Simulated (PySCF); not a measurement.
BCl2, SMILES Cl[B]Cl, multiplicity 2. Atoms are numbered in the order given.

```xyz
3

Cl     0.0000    -1.5281     0.1011
B      0.0000     0.0000    -0.6878
Cl     0.0000     1.5281     0.1011
```
Charge 0, spin multiplicity 2.

Coordinates come from a PBE0-D3(BJ)/def2-TZVP optimisation. The isomer is the one that the SMILES or the coordinates give; other isomers of the formula were not compared.

Method: r2SCAN/def2-TZVPD in PySCF.

The molecule is in vacuum.

```yaml
total_energy: -945.21536 hartree
point_group: C2v
"α spin, highest occupied and lowest empty level": -5.57 and -2.81 eV
"β spin, highest occupied and lowest empty level": -8.52 and -2.34 eV
dipole_moment: 0.26 D
quadrupole, principal values (traceless, Buckingham form, about the centre of nuclear charge): -1.85, 0.82, 1.03 D·Å
mean_static_polarisability: 44.7 bohr³ (6.62 Å³)
polarisability_principal_values: 35.0, 40.0, 59.1 bohr³
"⟨S²⟩": 0.755 (pure state 0.75)
```
